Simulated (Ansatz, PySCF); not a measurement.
C3H9FSi2, SMILES [SiH2](C1(CC1)[SiH3])F. Atoms are numbered in the order given.

```xyz
15

F      2.1744     0.4643     0.8279
Si     1.0022    -0.6714     0.8683
C     -0.3651    -0.2026    -0.2816
Si    -1.0933     1.5088    -0.0989
C     -1.3036    -1.3453    -0.6522
C     -0.3568    -0.8116    -1.6747
H      0.5258    -0.7457     2.2760
H      1.5920    -1.9713     0.4394
H     -2.3107     1.5977    -0.9620
H     -1.4790     1.7627     1.3211
H     -0.1186     2.5538    -0.5233
H     -2.3702    -1.1202    -0.7572
H     -1.1026    -2.3390    -0.2342
H     -0.7677    -0.2142    -2.4959
H      0.4981    -1.4327    -1.9635
```
Charge 0, spin multiplicity 1.

Coordinates come from a ωB97X-D3(BJ)/def2-SVP optimisation. This is a generated structure with no PubChem entry under its InChIKey; it may be hypothetical. Other conformers were not sampled.

Two levels are set side by side: PBE-D3(BJ)/def2-SVP (Ansatz, a program for electronic structure) and ωB97X-D3(BJ)/def2-SVP (PySCF). Each level has its own optimised geometry; the coordinates shown are those of the second. Frequencies come from the Hessian of PySCF at each geometry. Differences are taken from unrounded values.

```json
[
 {"quantity": "mean bond length (Å)", "ωB97X-D3(BJ)": "1.448", "PBE-D3(BJ)": "1.459", "PBE-D3(BJ) minus ωB97X-D3(BJ)": "0.011"},
 {"quantity": "bond F1–Si2 (Å)", "ωB97X-D3(BJ)": "1.633", "PBE-D3(BJ)": "1.644", "PBE-D3(BJ) minus ωB97X-D3(BJ)": "0.011"},
 {"quantity": "bond Si2–C3 (Å)", "ωB97X-D3(BJ)": "1.847", "PBE-D3(BJ)": "1.863", "PBE-D3(BJ) minus ωB97X-D3(BJ)": "0.016"},
 {"quantity": "bond C3–Si4 (Å)", "ωB97X-D3(BJ)": "1.869", "PBE-D3(BJ)": "1.884", "PBE-D3(BJ) minus ωB97X-D3(BJ)": "0.015"},
 {"quantity": "bond C3–C5 (Å)", "ωB97X-D3(BJ)": "1.524", "PBE-D3(BJ)": "1.535", "PBE-D3(BJ) minus ωB97X-D3(BJ)": "0.011"},
 {"quantity": "bond C3–C6 (Å)", "ωB97X-D3(BJ)": "1.520", "PBE-D3(BJ)": "1.530", "PBE-D3(BJ) minus ωB97X-D3(BJ)": "0.010"},
 {"quantity": "bond C5–C6 (Å)", "ωB97X-D3(BJ)": "1.492", "PBE-D3(BJ)": "1.498", "PBE-D3(BJ) minus ωB97X-D3(BJ)": "0.006"},
 {"quantity": "bond Si2–H7 (Å)", "ωB97X-D3(BJ)": "1.488", "PBE-D3(BJ)": "1.502", "PBE-D3(BJ) minus ωB97X-D3(BJ)": "0.014"},
 {"quantity": "bond Si2–H8 (Å)", "ωB97X-D3(BJ)": "1.490", "PBE-D3(BJ)": "1.505", "PBE-D3(BJ) minus ωB97X-D3(BJ)": "0.015"},
 {"quantity": "bond Si4–H9 (Å)", "ωB97X-D3(BJ)": "1.495", "PBE-D3(BJ)": "1.508", "PBE-D3(BJ) minus ωB97X-D3(BJ)": "0.013"},
 {"quantity": "bond Si4–H10 (Å)", "ωB97X-D3(BJ)": "1.493", "PBE-D3(BJ)": "1.506", "PBE-D3(BJ) minus ωB97X-D3(BJ)": "0.012"},
 {"quantity": "bond Si4–H11 (Å)", "ωB97X-D3(BJ)": "1.491", "PBE-D3(BJ)": "1.504", "PBE-D3(BJ) minus ωB97X-D3(BJ)": "0.013"},
 {"quantity": "bond C5–H12 (Å)", "ωB97X-D3(BJ)": "1.095", "PBE-D3(BJ)": "1.103", "PBE-D3(BJ) minus ωB97X-D3(BJ)": "0.008"},
 {"quantity": "bond C5–H13 (Å)", "ωB97X-D3(BJ)": "1.097", "PBE-D3(BJ)": "1.104", "PBE-D3(BJ) minus ωB97X-D3(BJ)": "0.007"},
 {"quantity": "bond C6–H14 (Å)", "ωB97X-D3(BJ)": "1.095", "PBE-D3(BJ)": "1.103", "PBE-D3(BJ) minus ωB97X-D3(BJ)": "0.007"},
 {"quantity": "bond C6–H15 (Å)", "ωB97X-D3(BJ)": "1.095", "PBE-D3(BJ)": "1.103", "PBE-D3(BJ) minus ωB97X-D3(BJ)": "0.008"},
 {"quantity": "highest harmonic wavenumber (cm⁻¹)", "ωB97X-D3(BJ)": "3240", "PBE-D3(BJ)": "3137", "PBE-D3(BJ) minus ωB97X-D3(BJ)": "-103"},
 {"quantity": "mean harmonic wavenumber (cm⁻¹)", "ωB97X-D3(BJ)": "1220", "PBE-D3(BJ)": "1165", "PBE-D3(BJ) minus ωB97X-D3(BJ)": "-55"},
 {"quantity": "zero-point energy (kcal/mol)", "ωB97X-D3(BJ)": "68.04", "PBE-D3(BJ)": "64.98", "PBE-D3(BJ) minus ωB97X-D3(BJ)": "-3.06"}
]
```

GGA bonds tend to be longer and softer than those of functionals with exact exchange. Differences between two approximate levels are no errors against the true value.
